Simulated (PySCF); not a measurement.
PySCF 2.14 output of an unrestricted PBE calculation on a single atom or ion in aug-cc-pwCVTZ-DK3 (10s9p7d4f1g, 109 functions), with scalar relativity by spin-free X2C-1e:

```
SCF conv_tol = 1e-09
number electrons alpha = 28  beta = 23
    J. P. Perdew, K. Burke, and M. Ernzerhof.,  Phys. Rev. Lett. 77, 3865 (1996)
    J. P. Perdew, K. Burke, and M. Ernzerhof.,  Phys. Rev. Lett. 78, 1396 (1997)
    J. P. Perdew, K. Burke, and M. Ernzerhof.,  Phys. Rev. Lett. 77, 3865 (1996)
    J. P. Perdew, K. Burke, and M. Ernzerhof.,  Phys. Rev. Lett. 78, 1396 (1997)
cycle= 1 E= -6792.09829946548  delta_E= -0.0178  |g|= 0.0566  |ddm|= 0.935
cycle= 2 E= -6792.09841661195  delta_E= -0.000117  |g|= 0.0107  |ddm|= 0.0867
cycle= 3 E= -6792.09842551845  delta_E= -8.91e-06  |g|= 0.00289  |ddm|= 0.0316
cycle= 4 E= -6792.09842663503  delta_E= -1.12e-06  |g|= 0.000319  |ddm|= 0.00365
cycle= 5 E= -6792.09842664364  delta_E= -8.61e-09  |g|= 2.3e-05  |ddm|= 0.00189
cycle= 6 E= -6792.09842664388  delta_E= -2.33e-10  |g|= 1.66e-06  |ddm|= 0.000481
converged SCF energy = -6792.09842664388  <S^2> = 8.7512894  2S+1 = 6.0004298
```

The run itself started from symmetry-adapted Hartree-Fock orbitals and held the occupation by maximum overlap, on a logarithmic radial grid, so the iterations belong to that start.

Problem. Which element, charge and spin multiplicity is this?

Solution. Te+ (tellurium, charge +1), multiplicity 6; the state was [Kr] 4d10 5s1 5p3 6s1, high-spin 6S determinant (an excited configuration).

The outer electron is Rydberg-like, and this basis confines it to a smaller radius and binds it less than a complete one would.
